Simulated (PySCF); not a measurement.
Fill in the blanks.

Species: MePhSiCl2, C7H8Cl2Si.
Z-matrix (Å and degrees, PBE0-D3(BJ)/def2-SVP geometry), rows numbered from 1:
```
C 
Si  1  1.8560
Cl  2  2.0705  1  107.88
Cl  2  2.0702  1  108.48  3   117.47
C   2  1.8623  1  114.51  3  -120.76
C   5  1.4041  2  119.30  1    69.71
C   6  1.3923  5  120.69  2  -178.19
C   7  1.3951  6  119.98  5    -0.24
C   8  1.3936  7  119.94  6    -0.11
C   9  1.3938  8  120.04  7     0.19
H   1  1.1006  2  110.15  3    61.56
H   1  1.1006  2  110.01  3  -178.66
H   1  1.1000  2  110.46  3   -58.46
H   6  1.0943  5  120.08  2     2.88
H   7  1.0926  6  119.91  5  -179.81
H   8  1.0928  7  120.00  6  -179.75
H   9  1.0926  8  120.11  7  -179.49
H  10  1.0930  5  119.64  2    -2.29
```

```tsv
property	level	value
point group	PBE0-D3(BJ)/def2-SVP	C1
rotational constants A, B, C	PBE0-D3(BJ)/def2-SVP	1.304, 0.576, 0.479 GHz
dipole moment	PBE0/def2-SVPD	2.78 D
HOMO energy	PBE0/def2-SVPD	?
LUMO energy	PBE0/def2-SVPD	-1.10 eV
lowest singlet excitation	TDDFT PBE0/def2-SVPD	?
strongest line among the 10 lowest singlet transitions	TDDFT PBE0/def2-SVPD	S5 at 6.80 eV (182 nm, f = 0.721)
lowest triplet excitation (Tamm–Dancoff)	TDA PBE0/def2-SVPD	3.98 eV
static isotropic polarisability	PBE0/def2-SVPD	131.1 au
electronic spatial extent ⟨r²⟩ about the centre of nuclear charge	PBE0/def2-SVPD	?
13C chemical shifts (computed TMS as zero) by class	GIAO KT3/pcSseg-1	126.9 (C6/C10), 126.1 (C5), 124.7 (C8), 121.7 (C7/C9), 9.2 (C1) ppm
1H chemical shifts (computed TMS as zero) by class	GIAO KT3/pcSseg-1	?
isotropic shieldings of nuclei other than C and H, by class	GIAO KT3/pcSseg-1	?
```

The electronic properties come from PySCF, for the isolated species, density fitting. One conformer (not necessarily the lowest) at the PBE0-D3(BJ)/def2-SVP geometry, without solvent or vibrations. NMR classes are plain means over equivalent atoms (diastereotopic ones count apart unless rotation or inversion swaps them), as if these changed places fast; in this geometry the members of some classes differ.

The lowest singlet excitation?

5.30 eV (234 nm, f = 0.006).

What are the 1H chemical shifts (computed TMS as zero) by class?

7.49 (H14/H18), 7.22 (H16), 7.21 (H15/H17), 0.77 (H11/H12/H13) ppm.

Give the isotropic shieldings of nuclei other than C and H, by class.

332 (Si2), 872 (Cl3/Cl4) ppm.

Give the electronic spatial extent ⟨r²⟩ about the centre of nuclear charge.

2396 bohr².

What is the HOMO energy?

-7.67 eV.

The largest Löwdin shares of the LUMO are 0.20 on C5, 0.19 on C8, 0.12 on C6 and 0.10 on C10. The principal polarisabilities are 98.4, 134.3 and 160.5 au; their mean is the isotropic value. In atomic units the dipole is 1.09 e·bohr (1 au = 2.5417 D). The 10 singlets span 5.30 to 7.24 eV, and their oscillator strengths add up to 1.20.
